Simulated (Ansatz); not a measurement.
Species: CH₄NO, charge 1, singlet. CH4NO+ (SMILES [NH3+]C=O).
B3LYP-D3(BJ)/def2-TZVP minimum from Ansatz (a program for electronic structure):
```
N
H 1 1.0263
H 1 1.0266 2 109.11
H 1 1.0266 2 109.11 3 -117.65
C 1 1.5790 2 108.29 4 -121.18
O 5 1.1639 1 118.01 2 0.00
H 5 1.0952 6 130.99 1 180.00
```
Charge +1, spin multiplicity 1.

Total energies in cc-pVDZ, 18 correlated electrons, 3 frozen orbitals. Open shells are spin-unrestricted; no spin-orbit coupling. Correlated methods leave the cores frozen. No relativity.

| method | program | energy (Eh) | minus CCSDT(Q) (mEh) |
|---|---|---|---|
| HF | Ansatz | -169.25623 | 526.99 |
| MP2 | Ansatz | -169.74310 | 40.12 |
| CCSD | Ansatz | -169.76560 | 17.62 |
| CCSD(T) | Ansatz | -169.78112 | 2.11 |
| CCSDT(Q) | Ansatz | -169.78322 | 0.00 |

Rough core times of Ansatz's runs on a shared machine: CCSD(T) under 20 s, CCSDT(Q) 50 s.
